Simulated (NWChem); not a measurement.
H₃O cation; SMILES [OH3+]

```xyz
4

O      0.0000     0.0000     0.0788
H      0.6693     0.6693    -0.2074
H      0.2450    -0.9143    -0.2074
H     -0.9143     0.2450    -0.2074
```
Atoms are numbered in this order, from 1.

Program: NWChem. Structure relaxed at the B3LYP/6-31G* (spherical d) level. B3LYP is NWChem's, with the RPA form of VWN correlation. Level: B3LYP/def2-SVP with SMD (1 M gas to 1 M solution), gas-phase geometry. Reactions with the solvent are ignored.

Order these by “cavity-dispersion-structure term (kcal/mol)”, lowest first: cyclohexanone; 1-propanol; water.

cyclohexanone (-0.6), 1-propanol (0.3), water (2.2)
